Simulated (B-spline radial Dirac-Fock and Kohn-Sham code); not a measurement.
**Magnetic form factor of the 4d shell of Lu³³⁺**

System: the Lu³³⁺ ion, 1s2 2s2 2p6 3s2 3p6 3d10 4s2 4p6 4d2.

Calculated with a B-spline atomic structure program, using configuration-average Dirac-Fock orbitals. ⟨j_K⟩ is the integral of the 4d radial density with the spherical Bessel function j_K(4πsr), s = sin θ/λ.

```
s (Å⁻¹)     ⟨j0⟩    ⟨j2⟩    ⟨j4⟩
      0   1.0000  0.0000  0.0000
   0.06   0.9939  0.0024  0.0000
   0.08   0.9891  0.0043  0.0000
    0.1   0.9831  0.0068  0.0000
   0.12   0.9757  0.0097  0.0000
   0.15   0.9622  0.0150  0.0001
   0.19   0.9400  0.0237  0.0002
   0.23   0.9132  0.0341  0.0004
   0.29   0.8651  0.0525  0.0011
   0.35   0.8090  0.0734  0.0022
   0.44   0.7133  0.1076  0.0051
   0.54   0.5973  0.1460  0.0106
   0.67   0.4442  0.1902  0.0220
   0.82   0.2830  0.2249  0.0407
   1.02   0.1192  0.2358  0.0715
   1.26   0.0133  0.2006  0.1065
   1.56  -0.0111  0.1205  0.1285
```

Radial moments of the shell: ⟨r²⟩ = 0.2316, ⟨r⁴⟩ = 0.07834, ⟨r⁶⟩ = 0.03495 in powers of bohr.
